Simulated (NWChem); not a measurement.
The numbers come from NWChem runs, not from measurements. System: C₂H₆Te, charge 1, spin multiplicity 2, at the geometry of a parent with another charge or spin, in a state set for the comparison that need not be this species' ground state. Its SCF solution wasn't tested for a lower state. Level: UMP2/def2-TZVP with def2 effective core potentials on Te, 6 core orbitals frozen.

Input file:

```
start mol
memory heap 200 mb stack 900 mb global 1100 mb
charge 1
geometry units angstroms nocenter noautoz
  C     -1.579783     0.000000    -1.066373
  Te     0.000000     0.000000     0.395885
  C      1.579783     0.000000    -1.066373
  H     -1.517498    -0.902524    -1.687940
  H     -2.532073     0.000000    -0.518906
  H     -1.517498     0.902524    -1.687940
  H      1.517498    -0.902524    -1.687940
  H      2.532073     0.000000    -0.518906
  H      1.517498     0.902524    -1.687940
  symmetry group C2v
end
basis spherical
  * library def2-tzvp
end
ecp
  Te library def2-ecp
end
scf
  uhf
  nopen 1
  maxiter 100
  thresh 1e-7
  semidirect memsize 60000000 filesize 0
  # guess.movecs holds the orbitals of an unrestricted PBE0 run
  vectors input guess.movecs output mol.movecs
end
mp2
  freeze core 6
end
task mp2 energy
```

NWChem printed:

```
             Northwest Computational Chemistry Package (NWChem) 7.3.0
             --------------------------------------------------------

                                NWChem Input Module
                                -------------------

 Scaling coordinates for geometry "geometry" by  1.889725989
 (inverse scale =  0.529177249)

 Turning off AUTOSYM since
 SYMMETRY directive was detected!

                             Geometry "geometry" -> ""
                             -------------------------

 Output coordinates in angstroms (scale by  1.889725989 to convert to a.u.)

  No.       Tag          Charge          X              Y              Z
 ---- ---------------- ---------- -------------- -------------- --------------
    1 C                    6.0000    -1.57978300     0.00000000    -1.06637300
    2 Te                  52.0000     0.00000000     0.00000000     0.39588500
    3 C                    6.0000     1.57978300     0.00000000    -1.06637300
    4 H                    1.0000    -1.51749800    -0.90252400    -1.68794000
    5 H                    1.0000    -2.53207300     0.00000000    -0.51890600
    6 H                    1.0000    -1.51749800     0.90252400    -1.68794000
    7 H                    1.0000     1.51749800    -0.90252400    -1.68794000
    8 H                    1.0000     2.53207300     0.00000000    -0.51890600
    9 H                    1.0000     1.51749800     0.90252400    -1.68794000

 Effective nuclear repulsion energy (a.u.)     245.9262008817

            Nuclear Dipole moment (a.u.)
            ----------------------------
        X                 Y               Z
 ---------------- ---------------- ----------------
    -0.0000000000     0.0000000000    -0.0000529123

      Symmetry information
      --------------------

 Group name             C2v
 Group number             16
 Group order               4
 No. of unique centers     4

      Symmetry unique atoms

     1    2    4    5


 Summary of "ao basis" -> "" (spherical)
 ------------------------------------------------------------------------------
       Tag                 Description            Shells   Functions and Types
 ---------------- ------------------------------  ------  ---------------------
 *                         def2-tzvp                  on all atoms

 Summary of "ao basis" -> "ao basis" (spherical)
 ------------------------------------------------------------------------------
       Tag                 Description            Shells   Functions and Types
 ---------------- ------------------------------  ------  ---------------------
 C                         def2-tzvp                11       31   5s3p2d1f
 Te                        def2-tzvp                16       50   6s5p3d2f
 H                         def2-tzvp                 4        6   3s1p

                                 NWChem SCF Module
                                 -----------------

  ao basis        = "ao basis"
  functions       =   148
  atoms           =     9
  alpha electrons =    21
  beta  electrons =    20
  charge          =   1.00
  wavefunction    = UHF
  use symmetry    = T
  symmetry adapt  = T

 Summary of "ao basis" -> "ao basis" (spherical)
 ------------------------------------------------------------------------------
       Tag                 Description            Shells   Functions and Types
 ---------------- ------------------------------  ------  ---------------------
 C                         def2-tzvp                11       31   5s3p2d1f
 Te                        def2-tzvp                16       50   6s5p3d2f
 H                         def2-tzvp                 4        6   3s1p

      Symmetry analysis of basis
      --------------------------

        a1         53
        a2         22
        b1         44
        b2         29

 Forming initial guess at       0.2s

   Symmetry analysis of molecular orbitals - initial alpha
   -------------------------------------------------------

  Numbering of irreducible representations:

     1 a1          2 a2          3 b1          4 b2

  Orbital symmetries:

     1 a1          2 b1          3 a1          4 b2          5 b1
     6 a1          7 a1          8 a2          9 b2         10 b1
    11 a1         12 a1         13 b1         14 a1         15 b2
    16 a1         17 b1         18 a2         19 b1         20 a1
    21 b2         22 b1         23 a1         24 a1         25 a1
    26 b2         27 a2         28 b1         29 a1         30 b1
    31 b2

   Symmetry analysis of molecular orbitals - initial beta
   ------------------------------------------------------

  Numbering of irreducible representations:

     1 a1          2 a2          3 b1          4 b2

  Orbital symmetries:

     1 a1          2 b1          3 a1          4 b1          5 b2
     6 a1          7 a1          8 a2          9 b1         10 b2
    11 a1         12 a1         13 b1         14 a1         15 a1
    16 b2         17 b1         18 a2         19 b1         20 a1
    21 b2         22 b1         23 a1         24 a1         25 a1
    26 b2         27 b1         28 a2         29 b1         30 a1
    31 b2

 Starting SCF solution at       0.2s

 ----------------------------------------------
         Quadratically convergent UHF

 Convergence threshold     :          1.000E-07
 Maximum no. of iterations :          100
 Integral*density screening:          1.000E-09
 ----------------------------------------------

              iter       energy          gnorm     gmax       time
             ----- ------------------- --------- --------- --------
[...]
   Bfn.  Coefficient  Atom+Function         Bfn.  Coefficient  Atom+Function
  ----- ------------  ---------------      ----- ------------  ---------------
    48      0.464357  2 Te py                51      0.456533  2 Te py
    42     -0.384426  2 Te py                45      0.295906  2 Te py

 Vector   22  Occ=0.000000D+00  E=-1.059026D-01  Symmetry=b1
              MO Center= -1.4D-15, -2.3D-16,  4.0D-01, r^2= 5.3D+00
   Bfn.  Coefficient  Atom+Function         Bfn.  Coefficient  Atom+Function
  ----- ------------  ---------------      ----- ------------  ---------------
     5      1.170695  1 C  s                 86     -1.170695  3 C  s
    50      1.089513  2 Te px                47      0.440136  2 Te px
    14      0.305716  1 C  pz                95     -0.305716  3 C  pz
    41     -0.231454  2 Te px               115     -0.225673  4 H  s
   127     -0.225673  6 H  s                133      0.225673  7 H  s

 Vector   23  Occ=0.000000D+00  E=-5.074948D-02  Symmetry=a1
              MO Center= -1.0D-14, -2.8D-16,  6.9D-02, r^2= 7.2D+00
   Bfn.  Coefficient  Atom+Function         Bfn.  Coefficient  Atom+Function
  ----- ------------  ---------------      ----- ------------  ---------------
     5      1.613920  1 C  s                 86      1.613920  3 C  s
    37     -1.501541  2 Te s                 52      1.177338  2 Te pz
   115     -0.482111  4 H  s                127     -0.482111  6 H  s
   133     -0.482111  7 H  s                145     -0.482111  9 H  s
    12      0.456619  1 C  px                93     -0.456619  3 C  px

 center of mass
 --------------
 x =   0.00000000 y =   0.00000000 z =   0.21247427

 moments of inertia (a.u.)
 ------------------
         217.625300972806           0.000000000000           0.000000000000
           0.000000000000         499.096069368284           0.000000000000
           0.000000000000           0.000000000000         304.923331046884

  Mulliken analysis of the total density
  --------------------------------------

    Atom       Charge   Shell Charges
 -----------   ------   -------------------------------------------------------
    1 C    6     6.44   0.85  1.12  0.47  0.75  0.05  1.20  1.52  0.41  0.01  0.04  0.00
    2 Te  24    23.27   0.28 -0.84  1.56  1.00  1.13  0.74 -0.51  6.46  1.02  1.96  0.29  9.10  0.91  0.13  0.03  0.00
    3 C    6     6.44   0.85  1.12  0.47  0.75  0.05  1.20  1.52  0.41  0.01  0.04  0.00
    4 H    1     0.81   0.26  0.46  0.07  0.02
    5 H    1     0.81   0.26  0.46  0.07  0.02
    6 H    1     0.81   0.26  0.46  0.07  0.02
    7 H    1     0.81   0.26  0.46  0.07  0.02
    8 H    1     0.81   0.26  0.46  0.07  0.02
    9 H    1     0.81   0.26  0.46  0.07  0.02

  Mulliken analysis of the alpha density
  --------------------------------------

    Atom       Charge   Shell Charges
 -----------   ------   -------------------------------------------------------
    1 C    6     3.17   0.43  0.56  0.24  0.37  0.02  0.59  0.74  0.19  0.01  0.02  0.00
    2 Te  24    12.20   0.14 -0.42  0.78  0.50  0.57  0.39 -0.26  3.24  0.66  1.32  0.21  4.54  0.47  0.07  0.01  0.00
    3 C    6     3.17   0.43  0.56  0.24  0.37  0.02  0.59  0.74  0.19  0.01  0.02  0.00
    4 H    1     0.41   0.13  0.23  0.04  0.01
    5 H    1     0.40   0.13  0.23  0.03  0.01
    6 H    1     0.41   0.13  0.23  0.04  0.01
    7 H    1     0.41   0.13  0.23  0.04  0.01
    8 H    1     0.40   0.13  0.23  0.03  0.01
    9 H    1     0.41   0.13  0.23  0.04  0.01

   Mulliken analysis of the beta density
   -------------------------------------

    Atom       Charge   Shell Charges
 -----------   ------   -------------------------------------------------------
    1 C    6     3.27   0.43  0.56  0.24  0.38  0.03  0.61  0.78  0.21  0.01  0.02  0.00
    2 Te  24    11.06   0.14 -0.42  0.78  0.50  0.56  0.36 -0.25  3.22  0.37  0.64  0.08  4.56  0.45  0.06  0.02  0.00
    3 C    6     3.27   0.43  0.56  0.24  0.38  0.03  0.61  0.78  0.21  0.01  0.02  0.00
    4 H    1     0.40   0.13  0.23  0.03  0.01
    5 H    1     0.40   0.13  0.23  0.03  0.01
    6 H    1     0.40   0.13  0.23  0.03  0.01
    7 H    1     0.40   0.13  0.23  0.03  0.01
    8 H    1     0.40   0.13  0.23  0.03  0.01
    9 H    1     0.40   0.13  0.23  0.03  0.01

   Mulliken analysis of the spin density
   -------------------------------------

    Atom       Charge   Shell Charges
 -----------   ------   -------------------------------------------------------
    1 C    6    -0.10  -0.00  0.00 -0.00 -0.01 -0.01 -0.02 -0.04 -0.02  0.00  0.00  0.00
    2 Te  24     1.14   0.00 -0.00  0.00 -0.00  0.01  0.03 -0.01  0.02  0.29  0.68  0.12 -0.02  0.02  0.01 -0.00 -0.00
    3 C    6    -0.10  -0.00  0.00 -0.00 -0.01 -0.01 -0.02 -0.04 -0.02  0.00  0.00  0.00
    4 H    1     0.01   0.00  0.01  0.00 -0.00
    5 H    1     0.00   0.00  0.00  0.00 -0.00
    6 H    1     0.01   0.00  0.01  0.00 -0.00
    7 H    1     0.01   0.00  0.01  0.00 -0.00
    8 H    1     0.00   0.00  0.00  0.00 -0.00
    9 H    1     0.01   0.00  0.01  0.00 -0.00

       Multipole analysis of the density wrt the origin
       ------------------------------------------------

     L   x y z        total         alpha         beta         nuclear
     -   - - -        -----         -----         ----         -------
     0   0 0 0      1.000000    -21.000000    -20.000000     42.000000

     1   1 0 0     -0.000000     -0.000000     -0.000000     -0.000000
     1   0 1 0      0.000000      0.000000      0.000000      0.000000
     1   0 0 1     -0.663002      9.733161     10.551087    -20.947250

     2   2 0 0    -20.934042   -103.795627   -102.771480    185.633065
     2   1 1 0     -0.000000     -0.000000      0.000000      0.000000
     2   1 0 1      0.000000      0.000000     -0.000000      0.000000
     2   0 2 0    -26.120585    -21.328435    -16.427386     11.635236
     2   0 1 1     -0.000000     -0.000000      0.000000      0.000000
     2   0 0 2    -24.224090    -65.450706    -63.556651    104.783267

                   NWChem MP2 Semi-direct Energy/Gradient Module
                   ---------------------------------------------

  Basis functions       =    148
  Molecular orbitals    =    148
  Frozen core           =      6
  Frozen virtuals       =      0
  Active alpha occupied =     15
  Active beta occupied  =     14
  Active alpha virtual  =    127
  Active beta virtual   =    128
  Use MO symmetry       = T
  Use skeleton AO sym   = T

  AO/Fock/Back tols     =   1.0D-09  1.0D-09  1.0D-09

 GA uses MA = F    GA memory limited = T

 Available:
  local mem=  1.26D+08
 global mem=  1.44D+08
 local disk=  0.00D+00
  mp2_memr nvloc                   127
  nvloc new                   127
   1 passes of  15:        5242880                     139896                  69574567.
   1 passes of  15: M    126137896           G      144135392           F     120895016.

 Semi-direct pass number   1 of   1  for UHF alpha       at       12.3s
  vrange nnbf                 10736
  mp2_eaftype                   265  avail_ma_in_mb                  1099
 EAF : mp2_eaftype filesize         265   34787284.
  mp2_eaf for mointskh                    265
Node 0 wrote    163.6 Mb in      0.1 s     Agg I/O rate:  1511.9 Mb/s
 Done moints_semi at       28.7s
  mp2_eaftype                   265  avail_ma_in_mb                   834
 EAF : mp2_eaftype filesize         265   34787284.
  mp2_eaf for kh                   265
 Done maket at       29.5s
 Done multipass loop at       29.5s

 GA uses MA = F    GA memory limited = T

 Available:
  local mem=  1.26D+08
 global mem=  1.44D+08
 local disk=  0.00D+00
  mp2_memr nvloc                   128
  nvloc new                   128
   1 passes of  14:        5242880                     134248                  65449796.
   1 passes of  14: M    126137896           G      144135392           F     120895016.

 Semi-direct pass number   1 of   1  for UHF beta        at       29.6s
  vrange nnbf                 10736
  mp2_eaftype                   249  avail_ma_in_mb                  1099
 EAF : mp2_eaftype filesize         249   32724898.
  mp2_eaf for mointskh                    249
Node 0 wrote    153.9 Mb in      0.1 s     Agg I/O rate:  1146.5 Mb/s
 Done moints_semi at       46.3s
  mp2_eaftype                   249  avail_ma_in_mb                   850
 EAF : mp2_eaftype filesize         249   32724898.
  mp2_eaf for kh                   249
 Done maket at       47.0s
 Done multipass loop at       47.0s

          -------------------------------------------
          SCF energy                -345.996949263543
          Correlation energy          -0.777615806374
          Singlet pairs                0.000000000000
          Triplet pairs                0.000000000000
          Total MP2 energy          -346.774565069917
          -------------------------------------------

          ---------------------------------------------------
                    Spin Component Scaled (SCS) MP2
          Same spin pairs                     -0.231878782767
          Same spin scaling factor             0.333333333333
          Opposite spin pairs                 -0.545737023606
          Opposite spin scaling fact.          1.200000000000
          SCS-MP2 correlation energy          -0.732177355917
          Total SCS-MP2 energy              -346.729126619460
          ---------------------------------------------------

 -----------------------
 Performance information
 -----------------------

 Timer overhead =  1.90D-07 seconds/call

               Nr. of calls         CPU time (s)                 Wall time (s)                GFlops
             ---------------    -------------------     ------------------------------   -------------------
Name         Min   Avg   Max    Min     Avg     Max     Min     Avg     Max   Mx/calls   Min     Max     Sum
mp2: moin     2     2     2    33.     33.     33.      33.     33.     33.     17.      0.0     0.0     0.0
mp2: make     2     2     2    1.6     1.6     1.6      1.6     1.6     1.6    0.80      0.0     0.0     0.0
mp2: tota     1     1     1    35.     35.     35.      35.     35.     35.     35.      0.0     0.0     0.0

 The average no. of pstat calls per process was 5.00D+00
 with a timing overhead of 9.48D-07s

 Task  times  cpu:       47.0s     wall:       47.0s

 Total times  cpu:       47.0s     wall:       47.0s
```
